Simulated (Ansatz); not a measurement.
H₅N₂OY, SMILES `[NH2][Y]([NH2])[OH]` at its PBE0-D4/def2-TZVP geometry, where that method's forces vanish. Charge 0, multiplicity 1. Y takes the def2 core potential.

```csv
atom,x (Å),y (Å),z (Å)
N1,1.628,0.446,1.085
Y2,0.019,0.106,-0.309
N3,-1.717,-0.959,0.397
O4,0.134,0.767,-2.223
H5,2.504,0.926,0.912
H6,1.658,0.154,2.055
H7,-1.863,-1.324,1.332
H8,-2.551,-1.196,-0.127
H9,0.189,1.078,-3.121
```

(1) For each bond, give half the difference of the two atoms' forces along it (eV/Å; positive pushes the atoms apart) under PBE-D4, r2SCAN-D4, B3LYP-D4, ωB97M-V in def2-TZVPP. (Best estimate.)

## Answers

(1) The calculation gave: 
| bond | length (Å) | PBE-D4 | r2SCAN-D4 | B3LYP-D4 | ωB97M-V |
| --- | --- | --- | --- | --- | --- |
| N1–Y2 | 2.156 | -0.17 | -0.02 | 0.06 | 0.06 |
| N1–H5 | 1.013 | 0.27 | 0.02 | -0.02 | -0.06 |
| N1–H6 | 1.014 | 0.28 | 0.03 | -0.02 | -0.05 |
| Y2–N3 | 2.156 | -0.17 | -0.02 | 0.06 | 0.06 |
| Y2–O4 | 2.028 | -0.16 | 0.03 | 0.08 | 0.09 |
| N3–H7 | 1.014 | 0.28 | 0.03 | -0.02 | -0.05 |
| N3–H8 | 1.013 | 0.27 | 0.02 | -0.03 | -0.06 |
| O4–H9 | 0.952 | 0.42 | 0.00 | -0.04 | -0.11 |

B3LYP here is the variant with VWN-RPA as its local correlation; programs differ in this.

Computed with Ansatz.
